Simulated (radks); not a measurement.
The numbers below are computed, except where a source is named.
These are the eigenvalues of the occupied orbitals of an atom or ion with whole-number occupations (eV). Level of theory: scalar-relativistic Kohn-Sham, BLYP, spin-unpolarised, spherical densities, finite nucleus; Fermi nuclear charge, rms radius of each element as measured or else 0.836 A^(1/3) + 0.57 fm (a radial shooting solver on a logarithmic mesh with Libxc functionals).

orbital  eigenvalue
1s        -4878.235
2s        -544.1778
2p        -451.7221
3s         -69.6827
3p         -45.9824
3d         -11.3072
4s         -10.3844

Which element is it, and in what charge state? The configuration may be excited.

Answer. Z = 22, titanium, charge +1: Ti+ in [Ar] 3d2 4s1. The list shows which subshells hold electrons but not how many an open one holds; the 1s level, -179.27 hartree, gives Z - s = 18.9 by -(Z - s)^2/2, which with screening and relativity narrows Z to a few neighbours, and the depths of the outer levels then fix element, charge and occupations together.
